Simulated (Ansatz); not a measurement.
Job for Ansatz (a quantum-chemistry and plane-wave program): R-PBE0/def2-TZVPP on BGeH5O (SMILES O[BH][GeH3]), a point of a torsion scan.

Ansatz 0.2 input:
```yaml
crystal:
  periodic: [false, false, false]
  atoms:
    - {symbol: O, position_ang: [1.60449499, 0.75598803, -0.19643024]}
    - {symbol: B, position_ang: [0.87475614, -0.30326626, 0.12324729]}
    - {symbol: Ge, position_ang: [-1.12376519, -0.02727870, -0.02050484]}
    - {symbol: H, position_ang: [2.56196024, 0.70639179, -0.15478517]}
    - {symbol: H, position_ang: [1.37117927, -1.32014509, 0.46261682]}
    - {symbol: H, position_ang: [-1.83842270, -0.93205230, -0.97858597]}
    - {symbol: H, position_ang: [-1.55323140, 1.33743587, -0.45043680]}
    - {symbol: H, position_ang: [-1.90653917, -0.25728641, 1.23703737]}
basis:
  gaussian:
    orbitals: def2-TZVPP
hamiltonian:
  xc: {name: PBE0}
scf: {lower_state_search: off}
```

Program output:

```
WARN ansatz: RAYON_NUM_THREADS=1 ignored (pool sized by the plan → 1); use --threads N
Functional definition: PBE0
these checks for a lower state are left out or cut short: stability, starts, cluster_reference, orbital_swaps, neighbouring_geometries, increment
integrals: 0.08 GiB planned
1016 factors; their error is unknown
mean field: 0.77 GiB planned
mean field evaluation 1: about -59310.2771 eV, gradient 4.9e1 eV
mean field evaluation 2: about -59304.6575 eV, gradient 7.5e1 eV
mean field evaluation 4: about -59314.0323 eV, gradient 2.3e0 eV
mean field evaluation 8: about -59314.0409 eV, gradient 3.2e-2 eV
mean field evaluation 16: about -59314.3154 eV, gradient 7.9e-6 eV
mean field -59314.31543367 eV, -2179.7608875003 hartree, gradient 7.9e-6 eV, S^2 0.000000; 0 other end points of the search recorded, 0 dependent functions left out
reference -59314.31546412 eV, -2179.7608886193 hartree; 25, 25 occupied and 155, 155 virtual orbitals, 1016 factors
Total energy: -59314.31546412 eV, -2179.7608886193 hartree
Checks for a lower state left out: stability, starts, cluster_reference, orbital_swaps, neighbouring_geometries, increment
```

Self-consistency was reached.

Cost: around 2.4 core-seconds (rough).
